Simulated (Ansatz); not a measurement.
Correlation energies of CH₉BSSi₂ by basis set

Cartesian coordinates in Å:
```
B 1.821 0.665 -0.746
Si 0.265 -0.259 0.006
C -0.331 -1.918 -0.624
Si -1.055 0.638 1.709
S 0.104 1.227 -1.700
H 2.441 0.033 -1.555
H 2.320 1.597 -0.191
H -1.410 -1.935 -0.786
H 0.176 -2.171 -1.557
H -0.084 -2.690 0.110
H -0.744 2.089 1.833
H -0.759 -0.029 3.006
H -2.508 0.481 1.424
H -0.238 2.273 -0.929
```

Charge 0, multiplicity 1. The bonds changed during the relaxation, so this is another structure than the one it started from. Geometry: relaxed with PBE0-D4/def2-TZVP. It is one conformer, not always the lowest. Frozen core, restricted reference, Ansatz. CBS rows extrapolate triple and quadruple zeta; past MP2 they add the triple-zeta difference.

```
     basis      HF (Eh)  MP2 corr.
  def2-SVP  -1042.82477   -0.57999
def2-TZVPP  -1043.23934   -0.73041
def2-QZVPP  -1043.27114   -0.78229
```

(1) Estimate the CCSD correlation energy and the (T) correction in each basis where they were run (hartree).

Results:

(1) 
```tsv
basis	CCSD corr.	(T)
def2-SVP	-0.65908	-0.02155
def2-TZVPP	-0.80489	-0.03552
CBS(def2)	-0.89520	as TZ
```
